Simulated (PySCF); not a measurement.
Molecule: SMILES FC(F)[SiH3], CH4F2Si.

Structure with atom numbers: `[F:1][CH:2]([F:3])[SiH3:4]` (H(Xn): hydrogen on atom n).

Geometry PBE0-D3(BJ)/def2-SVP throughout; GIAO in PySCF 2.14, gas phase, one conformer, non-relativistic; equivalent atoms averaged; functional PBE0.

For orientation, pcSseg-0 gives these shifts δ (against CFCl3, TMS at the same level): F1/F3 -154.8, C2 128.1, Si4 -99.8, H(C2) 6.49, H(Si4) 4.27 ppm.

A run gave: F1/F3 -142.7, C2 122.2, Si4 -69.7, H(C2) 6.23, H(Si4) 3.94 ppm (shifts δ (against CFCl3, TMS at the same level)).

**Question.** Which basis set was used in that run?
A. aug-cc-pVDZ
B. pcSseg-1
C. STO-3G
D. cc-pVDZ
E. 6-311+G(2d,p)

**Answer.** B. C2 tells them apart best: pcSseg-1 gives 122.2, cc-pVDZ gives 117.4, 6-311+G(2d,p) gives 120.2, aug-cc-pVDZ gives 117.0, STO-3G gives 85.9 ppm.
